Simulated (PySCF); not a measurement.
# Identify the compound

An unknown has the formula C10H12O2. Its calculated NMR data are:

1H NMR (400 MHz, computed): δ 8.38 (m, 2H), 7.62 (m, 1H), 7.55 (m, 2H), 5.17 (sept, J = 7.1 Hz, 1H), 1.35 (d, J = 7.1 Hz, 6H).

13C{1H} NMR (computed): δ 168.6 (C), 138.6 (CH), 136.3 (CH, 2C), 134.4 (C), 133.3 (CH, 2C), 66.8 (CH), 22.7 (CH3, 2C).

PySCF 2.14.0 with density-fitted response routines calculation with PBE0/pcSseg-1 with gauge-including orbitals, spin–spin couplings from B3LYP/pcJ-1 (without the spin–dipole term) and geometry: PBE0-D3(BJ)/def2-SVP; single conformer, no solvent model, no relativistic terms, fast rotation and ring inversion assumed for equivalent nuclei.

δ = σ(ref) − σ, references computed at the same level: TMS for 1H, 13C.

Propose a structure and justify it.

Results:


- The formula gives 5 degrees of unsaturation (1 ring in the answer).
- 7 carbon signals for 10 carbons: some carbons are equivalent by symmetry or fast rotation.
- Carbon types of the structure: 2 × C, 6 × CH, 2 × CH3, which accounts for all hydrogens.
- δC 168.6: ester carbonyl carbon; it is a carbonyl in resonance with an O or N lone pair, the region of acids, esters and amides.
- δC 138.6, 136.3, 133.3: aromatic CH; the aromatic region.
- δC 134.4: substituted aromatic carbon.
- δC 66.8: sp3 CH bonded to O; deshielded by the electronegative neighbour.
- δC 22.7: methyl carbon; saturated and bonded to C and H only.
- δH 8.38, 7.62, 7.55: hydrogen on an aromatic CH.
- δH 5.17: hydrogen on an sp3 CH bonded to O; its carbon carries O, hence the downfield position.
- The protons at 1.35 and 5.17 share a coupling of 7.1 Hz (vicinal).

The compound is SMILES CC(C)OC(=O)c1ccccc1.

The data come from this structure; uniqueness wasn't tested.

Splittings below 1 Hz are ignored in the labels, and close J values are merged. Couplings among chemically equivalent protons are left out too, so labels in AA′BB′ or AA′XX′ sets are apparent multiplicities. Unscaled 3J(H,H) at this level run about 10 % above measured values. Shifts are as computed. Against solution values, carbons near 30 ppm lie about +2 ppm off and those near 130 ppm about +5 ppm (rms about the fit 1.9 ppm; single classes can miss by 10 ppm). Of 1328 compounds with measured shifts, 309 miss one by over three times the rms of a fit or turn the order of signals round; such compounds aren't used in these exercises. Signals without a measured value on file couldn't be tested in this way; 1H shifts scatter by 0.2 ppm about their fit, and single ones miss by 0.5 ppm.
